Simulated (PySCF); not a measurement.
PySCF 2.14 output of a UHF calculation on a single atom or ion in cc-pVDZ, with the non-relativistic Hamiltonian (point nucleus):

```
SCF conv_tol = 1e-09
number electrons alpha = 13  beta = 9
cycle= 1 E= -942.672666408777  delta_E= -0.00322  |g|= 0.0179  |ddm|= 0.0384
cycle= 2 E= -942.672771696599  delta_E= -0.000105  |g|= 0.00376  |ddm|= 0.00903
cycle= 3 E= -942.67277779886  delta_E= -6.1e-06  |g|= 0.000516  |ddm|= 0.00476
cycle= 4 E= -942.672778617079  delta_E= -8.18e-07  |g|= 0.00038  |ddm|= 0.00249
cycle= 5 E= -942.672779189057  delta_E= -5.72e-07  |g|= 0.000332  |ddm|= 0.00165
cycle= 6 E= -942.67278103448  delta_E= -1.85e-06  |g|= 0.00021  |ddm|= 0.00673
cycle= 7 E= -942.672782061281  delta_E= -1.03e-06  |g|= 5.31e-05  |ddm|= 0.00845
cycle= 8 E= -942.672782093856  delta_E= -3.26e-08  |g|= 6.81e-06  |ddm|= 0.00165
cycle= 9 E= -942.67278209394  delta_E= -8.38e-11  |g|= 1.76e-06  |ddm|= 6.23e-05
converged SCF energy = -942.67278209394  <S^2> = 6.0011712  2S+1 = 5.0004684
```

The run itself started from symmetry-adapted Hartree-Fock orbitals and held the occupation by maximum overlap, so the iterations belong to that start.

Q: Which element, charge and spin multiplicity is this?

A: V⁺ (vanadium, charge +1), multiplicity 5; the state was [Ar] 3d4, high-spin 5D determinant.
